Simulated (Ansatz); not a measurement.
Relaxation of CH₇BGaN (11 atoms, charge 0, multiplicity 1), to a largest force component of 0.02 eV/Å in at most 50 steps.

All numbers below come from RHF/def2-mTZVP in Ansatz 0.2.0.

```xyz
11
Properties=species:S:1:pos:R:3
C -1.196 0.849 -0.096
B -0.574 -0.060 1.043
N 0.619 -0.733 0.742
Ga 1.493 -0.618 -0.910
H -2.191 0.516 -0.388
H -1.291 1.888 0.215
H -0.558 0.827 -0.998
H 0.328 -0.126 -0.051
H 0.997 -1.309 1.488
H 2.631 0.433 -1.132
H 1.156 -1.624 -2.060
```

Q: Where does it end, and by what steps?

A: The run converged. The force dipped under the threshold on the way, but the program's further checks kept it going. After 41 steps the energy has fallen by 9.320 eV; H10 moved furthest, 2.69 Å. Parted: B2–H8, N3–Ga4, Ga4–H8. Joined: B2–Ga4.

```csv
step,energy less start (eV),largest force component (eV/Å),accepted
0,0.0000,5.319,yes
2,-2.2436,1.432,yes
4,-3.5189,2.920,yes
6,-4.8127,2.767,yes
8,-5.4736,0.877,yes
10,-5.6512,0.449,yes
12,-5.6774,0.286,yes
14,-5.7113,0.153,yes
16,-5.8664,0.682,yes
18,-6.7332,1.572,yes
20,-7.7934,0.894,yes
22,-8.3580,1.344,yes
24,-8.8086,2.008,yes
26,-9.1605,0.603,yes
28,-9.3016,0.165,yes
30,-9.3103,0.062,yes
32,-9.3131,0.034,yes
34,-9.3159,0.082,yes
36,-9.3179,0.034,yes
38,-9.3188,0.039,yes
40,-9.3196,0.024,yes
41,-9.3196,0.019,yes
```

```xyz
11
Properties=species:S:1:pos:R:3
C -1.003 1.077 -0.234
B 0.122 -0.014 0.017
N 0.393 -0.431 1.320
Ga 1.276 -0.909 -1.579
H -1.779 0.693 -0.891
H -1.485 1.424 0.677
H -0.594 1.948 -0.741
H -0.090 -0.071 2.116
H 1.079 -1.110 1.559
H 1.103 -0.551 -3.121
H 2.392 -2.012 -1.270
```

Run time: 86 s on 2 threads of Arm Neoverse V1, with other jobs on the host, peak memory 0.25 GiB.
